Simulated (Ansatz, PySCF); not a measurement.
C3H13NSi2, SMILES CCC(N)([SiH3])[SiH3]. Atoms are numbered in the order given.

```xyz
19

C     -2.4671     0.5543    -0.0174
C     -1.2836    -0.0453    -0.7657
C     -0.0062    -0.2379     0.0710
N     -0.2482    -1.2232     1.1378
Si     0.6593     1.4018     0.7970
Si     1.3145    -0.9955    -1.0697
H     -2.7683    -0.0739     0.8356
H     -3.3428     0.6381    -0.6783
H     -2.2473     1.5632     0.3672
H     -1.5788    -1.0329    -1.1628
H     -1.0494     0.5892    -1.6386
H     -0.9141    -0.8659     1.8226
H      0.6055    -1.4305     1.6537
H      0.7371     2.5172    -0.1999
H      2.0304     1.1535     1.3458
H     -0.2045     1.8351     1.9419
H      2.4784    -1.4518    -0.2474
H      1.7940     0.0277    -2.0512
H      0.7486    -2.1625    -1.8117
```

Coordinates come from a PBE0-D3(BJ)/def2-SVP optimisation. This is a generated structure with no PubChem entry under its InChIKey; it may be hypothetical. Other conformers were not sampled.

Two levels are set side by side: PBE-D3(BJ)/def2-SVP (Ansatz, a program for electronic structure) and PBE0-D3(BJ)/def2-SVP (Ansatz). Each level has its own optimised geometry; the coordinates shown are those of the second. Frequencies come from the Hessian of PySCF at each geometry. Differences are taken from unrounded values.

```
quantity                            PBE0-D3(BJ)
----------------------------------  -----------
mean bond length (Å)                      1.382
bond C1–C2 (Å)                            1.523
bond C2–C3 (Å)                            1.539
bond C3–N4 (Å)                            1.472
bond C3–Si5 (Å)                           1.913
bond C3–Si6 (Å)                           1.902
bond C1–H7 (Å)                            1.101
bond C1–H8 (Å)                            1.100
bond C1–H9 (Å)                            1.102
bond C2–H10 (Å)                           1.105
bond C2–H11 (Å)                           1.104
bond N4–H12 (Å)                           1.020
bond N4–H13 (Å)                           1.019
bond Si5–H14 (Å)                          1.498
bond Si5–H15 (Å)                          1.498
bond Si5–H16 (Å)                          1.498
bond Si6–H17 (Å)                          1.496
highest harmonic wavenumber (cm⁻¹)         3604
mean harmonic wavenumber (cm⁻¹)            1297
zero-point energy (kcal/mol)              94.58
```

Task: What does PBE-D3(BJ) give, and how far is it from PBE0-D3(BJ)? (Estimate from the structure and the level; the computed values follow.)

Result: 
```
quantity                            PBE-D3(BJ)  PBE-D3(BJ) minus PBE0-D3(BJ)
----------------------------------  ----------  ----------------------------
mean bond length (Å)                     1.392                         0.010
bond C1–C2 (Å)                           1.532                         0.009
bond C2–C3 (Å)                           1.548                         0.009
bond C3–N4 (Å)                           1.484                         0.011
bond C3–Si5 (Å)                          1.927                         0.014
bond C3–Si6 (Å)                          1.915                         0.012
bond C1–H7 (Å)                           1.110                         0.008
bond C1–H8 (Å)                           1.108                         0.008
bond C1–H9 (Å)                           1.110                         0.008
bond C2–H10 (Å)                          1.113                         0.008
bond C2–H11 (Å)                          1.112                         0.008
bond N4–H12 (Å)                          1.030                         0.010
bond N4–H13 (Å)                          1.029                         0.010
bond Si5–H14 (Å)                         1.509                         0.011
bond Si5–H15 (Å)                         1.507                         0.010
bond Si5–H16 (Å)                         1.509                         0.010
bond Si6–H17 (Å)                         1.506                         0.010
highest harmonic wavenumber (cm⁻¹)        3467                          -137
mean harmonic wavenumber (cm⁻¹)           1254                           -43
zero-point energy (kcal/mol)             91.44                         -3.14
```

GGA bonds tend to be longer and softer than those of functionals with exact exchange. Differences between two approximate levels are no errors against the true value.
